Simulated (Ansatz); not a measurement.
CH5GeNS can be A, `C[S][Ge][NH2]`, or B, `N=[C](S)[GeH3]`.

Computed with Ansatz on PBE0-D4/def2-TZVP structures; ΔE is electronic, products minus reactants. CBS: MP2 limit from def2 TZ/QZ plus the TZ coupled-cluster correction, frozen cores. Functionals use def2-TZVPP. B3LYP here is the variant with VWN-RPA as its local correlation; programs differ in this. For Ge outer-core shells are correlated without core-valence functions, which leaves a few kJ/mol of doubt a bond. Scalar relativity is left out up to krypton. One conformer a species, not always the lowest.

A:

Z-matrix (Å, degrees):
```
C
S 1 1.814
H 1 1.090 2 109.3
H 1 1.090 2 109.3 3 -119.5
H 1 1.092 2 111.1 3 120.2
Ge 2 2.235 1 100.3 3 -120.5
N 6 1.819 2 96.1 1 -180.0
H 7 1.007 6 120.8 2 179.9
H 7 1.008 6 126.5 2 0.0
```

B:

Z-matrix (Å, degrees):
```
Ge
C 1 1.973
H 1 1.537 2 108.3
H 1 1.538 2 108.4 3 117.6
H 1 1.529 2 108.6 3 -121.1
S 2 1.776 1 118.5 3 -66.2
N 2 1.263 1 118.3 3 112.7
H 6 1.342 2 97.7 1 -3.6
H 7 1.023 2 113.6 1 -179.3
```

**Question.** Which is lower in electronic energy at CCSD(T)/CBS, and by how much? (Estimate.)

**Answer.** Computed: A, by 208.4 kJ/mol.

**Question.** Give E(B) − E(A) in kJ/mol with B3LYP-D4, ωB97M-V, PBE0-D4, PBE-D4, HF/def2-TZVPP, CCSD/def2-TZVPP, B2PLYP. (An estimate is asked.)

**Answer.** Computed: B3LYP-D4 212.6, ωB97M-V 212.1, PBE0-D4 209.8, PBE-D4 206.0, HF/def2-TZVPP 202.1, CCSD/def2-TZVPP 193.4, B2PLYP 207.2. None reverses the order clearly.

Largest T1 diagnostic: 0.014.

From PBE to PBE0 (25 % exact exchange), in def2-TZVPP and without D4, E(B) − E(A) moves by +3.8 kJ/mol.
